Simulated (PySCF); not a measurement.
Argon: a sound run and one with changed settings

Sound run: Ar²⁺ [Ne] 3s2 3p4, Ar³⁺ [Ne] 3s2 3p3. All numbers are calculated (PySCF 2.14, the spin-free X2C one-electron Hamiltonian (Gaussian nucleus), in jorge-DZP-DKH (7s4p1d, 24 functions)). In the sound run the correlated levels freeze [Ne]. The sound run starts from symmetry-adapted Hartree-Fock orbitals and uses a fine grid where one is needed.

Changed run: no relativity, point nucleus. This setting is unsound on purpose.

```csv
species,method,sound run (hartree),changed run (hartree),converged
Ar²⁺,UHF,-527.10425,-525.01148,yes
Ar²⁺,B3LYP,-527.77116,-525.66820,yes
Ar²⁺,BP86,-527.80670,-525.69725,yes
Ar²⁺,MP2,-527.20067,-525.10797,yes
Ar²⁺,CCSD(T),-527.22071,-525.12814,yes
Ar³⁺,UHF,-525.66051,-523.56737,yes
Ar³⁺,B3LYP,-526.27149,-524.16811,yes
Ar³⁺,BP86,-526.30611,-524.19619,yes
Ar³⁺,MP2,-525.73758,-523.64461,yes
Ar³⁺,CCSD(T),-525.75718,-523.66438,yes
```

Ionisation energy of Ar²⁺:

```
 method  sound run (eV)  changed run (eV)
    UHF          39.286            39.296
  B3LYP          40.808            40.820
   BP86          40.833            40.846
    MP2          39.813            39.820
SCS-MP2          39.843            39.850
   CCSD          39.818            39.824
CCSD(T)          39.825            39.831
```

Most of the change in total energy is the relativistic energy itself. On top of that the contraction fixes the core shape for the Hamiltonian it was made with, so the changed run is not a good calculation with the other Hamiltonian either.

For comparison, NIST gives 40.735 ± 0.012 eV between the lowest levels.
